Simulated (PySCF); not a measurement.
Species: C5H11Al.
Geometry (PBE0-D3(BJ)/def2-SVP, Å), atoms numbered from 1 in this order:
```
atom  x, y, z in Å
Al1    2.2358   -0.2003    0.7278
C2     0.8097    0.1425   -0.5897
C3    -0.1124    1.2977   -0.1565
C4    -1.1592    0.5851    0.6925
C5    -1.4750   -0.6705   -0.1224
C6    -0.1456   -1.0652   -0.8054
H7     2.8709    1.0102    1.5533
H8     2.7743   -1.6849    0.9649
H9     1.3345    0.3970   -1.5310
H10    0.4046    2.1078    0.3842
H11   -0.6057    1.7612   -1.0306
H12   -2.0479    1.1968    0.9117
H13   -0.7176    0.3071    1.6697
H14   -2.2297   -0.4215   -0.8855
H15   -1.9003   -1.4811    0.4884
H16   -0.3052   -1.2673   -1.8764
H17    0.2560   -2.0025   -0.3839
```

Level: CAM-B3LYP/def2-SVPD in PySCF, non-relativistic, on one gas-phase PBE0-D3(BJ)/def2-SVP geometry that isn't relaxed in the solvent. The solvent is an IEF-PCM continuum (cavity from Bondi-type radii × 1.2), and excitations are vertical TDDFT with non-equilibrium linear response and a frozen core. The model holds no explicit solvent molecules, cavitation or dispersion.

Gas-phase singlets (H = HOMO, L = LUMO):

```json
{"state": "S1", "E (eV)": "4.566", "λ (nm)": "272", "f": "0.001", "leading configuration": "H→L 97%"}
{"state": "S2", "E (eV)": "5.460", "λ (nm)": "227", "f": "0.000", "leading configuration": "H-1→L 97%"}
{"state": "S3", "E (eV)": "6.616", "λ (nm)": "187", "f": "0.012", "leading configuration": "H→L+1 80%"}
{"state": "S4", "E (eV)": "7.406", "λ (nm)": "167", "f": "0.004", "leading configuration": "H-4→L 44%"}
{"state": "S5", "E (eV)": "7.429", "λ (nm)": "167", "f": "0.033", "leading configuration": "H-3→L 52%"}
```

Q: Give the list for methanol (ε = 32.61), n² = 1.77.

A: 
```tsv
state	E (eV)	λ (nm)	f	leading configuration	change by rank (eV)
S1	4.807	258	0.000	H→L 97%	+0.241
S2	5.863	211	0.000	H-1→L 95%	+0.403
S3	6.689	185	0.011	H→L+1 69%	+0.073
S4	7.374	168	0.169	H→L+3 50%	-0.032
S5	7.490	166	0.155	H→L+3 34%	+0.061
```

Q: The ground-state energy changes by -0.175 eV from gas to methanol. By how much does the total energy of gas-phase S1 change?

A: E(S1) = E(S0) + excitation energy, so it changes by -0.175 + 0.241 = +0.066 eV: it isn't lowered at all, while the ground state is. This is the vertical state, with the slow part of the continuum still set for S0.

Q: How do the frontier levels move from gas to methanol?

A: 
| orbital | gas (eV) | solvent (eV) | change (eV) | Löwdin shares, gas | Löwdin shares, solvent |
| --- | --- | --- | --- | --- | --- |
| LUMO+2 | 1.63 | 1.75 | +0.12 | Al1 44 %, H7 10 %, H8 9 %, C2 8 % | Al1 42 %, H7 10 %, H8 9 %, C2 8 % |
| LUMO+1 | 0.95 | 1.19 | +0.24 | Al1 59 %, H9 5 % | Al1 61 %, H7 4 %, H8 4 % |
| LUMO | -0.41 | 0.05 | +0.46 | Al1 58 %, H8 10 %, H7 10 %, C2 8 % | Al1 56 %, H8 11 %, H7 11 %, C2 8 % |
| HOMO | -8.43 | -8.21 | +0.22 | C2 36 %, Al1 19 %, C6 9 %, C3 9 % | C2 36 %, Al1 18 %, C6 10 %, C3 9 % |
| HOMO-1 | -9.60 | -9.58 | +0.02 | Al1 36 %, H8 28 %, H7 25 % | Al1 34 %, H8 28 %, H7 24 % |
| HOMO-2 | -10.47 | -10.21 | +0.26 | C5 19 %, C4 16 %, H13 10 %, H14 10 % | C5 19 %, C4 17 %, H13 11 %, H14 10 % |
| HOMO-3 | -10.83 | -10.56 | +0.27 | C2 22 %, C3 21 %, C4 18 %, C5 10 % | C2 25 %, C3 19 %, C4 16 %, H9 12 % |

The HOMO–LUMO gap goes from 8.03 to 8.27 eV.
